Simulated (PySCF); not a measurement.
C2H3BClFO2. Atoms are numbered in the order given.

```xyz
10

B      0.7236     0.4682     0.6379
Cl     0.3584    -0.8847     1.6944
F      1.5458     1.4123     1.0618
O      0.2686     0.5751    -0.6441
C     -0.8620    -0.0195    -1.1884
C     -0.6768    -0.2588    -2.6583
O     -1.8365    -0.2498    -0.5329
H     -1.6001    -0.6652    -3.0856
H      0.1562    -0.9622    -2.8127
H     -0.4034     0.6840    -3.1554
```
Charge 0, spin multiplicity 1.

Coordinates come from a TPSSh-D3(BJ)/def2-SVP optimisation. The structure was generated by enumeration, and PubChem lists no compound with its InChIKey, so it may never have been made. Other conformers were not sampled.

Calculation: PBE0/def2-TZVP run with PySCF.

Isolated molecule, no solvent.

**Question.** Estimate the frontier levels, gap, dipole moment and polarisability. (An estimate is asked for; the answer gives what the named calculation found.)

**Answer.** 
The highest occupied level comes out as -8.71 eV, the lowest empty level is -0.93 eV and the orbital gap is 7.78 eV. The dipole moment is 2.85 D and the quadrupole, principal values (traceless, Buckingham form, about the centre of nuclear charge) is -9.46, 0.84, 8.63 D·Å. The mean static polarisability is 53.7 bohr³ (7.95 Å³) and the polarisability, principal values is 42.8, 54.7, 63.5 bohr³.
